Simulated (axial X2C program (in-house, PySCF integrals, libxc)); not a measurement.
**Which molecule has these constants?**

Calculated with an in-house relativistic program for diatomic molecules, spin-free (one-electron X2C) or two-component (2c: spin–orbit coupling with atomic mean-field Coulomb and Gaunt terms, which also bring small scalar terms), in Dyall basis sets with cores contracted in-house; open shells are unrestricted.

A two-component PBE0 calculation in a Dyall 3-zeta basis gave Re = 3.287 Å, ωe = 112.8 cm⁻¹, De = 0.60 eV, Ω = 3.

Problem. Which molecule is it?
A. MoH⁺
B. LiMo⁺
C. NaMo⁺

Solution. C. The others have MoH⁺ 1.665 Å and 1942.2 cm⁻¹ (Ω = 2); LiMo⁺ 2.955 Å and 220.9 cm⁻¹ (Ω = 3).

Each entry is the lowest single determinant of a limited PBE0 search at one distance. De goes to single-determinant-based atoms at the same level (for ions the charge split of lowest energy) and is withheld (n/a) where an atom does not fit its ground term or J level. Main or longest-lived isotopes. One determinant is a doubtful description, or other states lie close, for NaMo⁺, MoH⁺, LiMo⁺; these need not be ground states, and all values refer to the states named. Some open-shell Ω = 0 determinants are out of reach, so the Ω given for NaMo⁺, MoH⁺, LiMo⁺ need not be the lowest component. With several unpaired electrons the Ω given is that of one determinant, not necessarily of the lowest component.
